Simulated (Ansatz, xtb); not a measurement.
# Relaxing a trial structure of ClF2HSi2

The starting geometry of this gas-phase singlet has its atoms placed at random.

```xyz
6

Cl    1.7457   -0.1311    0.0950
F    -0.2082    1.2387   -1.7104
F    -0.3172    1.4955    1.2819
Si   -0.0015   -0.3661   -1.8308
Si   -0.5653   -0.7426    0.5181
H    -0.5881    0.5274   -1.1808
```

Q: One run relaxed it with r2SCAN-D4/def2-SVP. What is a likely outcome?

A: It ends as a structure with Cl1 bridging Si5 and Si4, H6 bridging Si5 and Si4, given below by its coordinates. Distances that change by over a tenth: Si4–H6 (1.25 → 1.72 Å). Contacts that open: F2–H6 (0.96 → 2.49 Å), Si4–Si5 (2.44 → 2.97 Å). Contacts that close: Cl1–Si4 (2.61 → 2.34 Å), F3–Si5 (2.38 → 1.63 Å), Si5–H6 (2.12 → 1.72 Å).

The energy falls by 8.81 eV over 14 steps:

| step | E − E(last) (eV) |
| --- | --- |
| 1 | 8.806 |
| 2 | 5.191 |
| 4 | 2.411 |
| 5 | 1.590 |
| 7 | 0.297 |
| 8 | 0.113 |
| 10 | 0.025 |
| 11 | 0.007 |
| 13 | 0.000 |
| 14 | 0.000 |

Final geometry (Å):

```xyz
6

Cl    1.6215   -0.3953   -0.1686
F     0.1237    1.5849   -1.8535
F    -0.4748    1.4312    0.9600
Si    0.1749   -0.0426   -1.9800
Si   -0.4431   -0.2015    0.9258
H    -0.9370   -0.3550   -0.7106
```

From the same start GFN2-xTB ends elsewhere, differing in Cl1–Si5 (3.29 against 2.34 Å here), Si4–Si5 (2.28 against 2.97 Å here), Si4–H6 (3.73 against 1.72 Å here).

From so rough a start the end depends on the optimiser's path, so another program may land elsewhere. No frequencies were run, so the end isn't proven a minimum. Run with Ansatz 0.2.0, 110 s on 1 thread of AMD EPYC (Zen 3) (shared host).
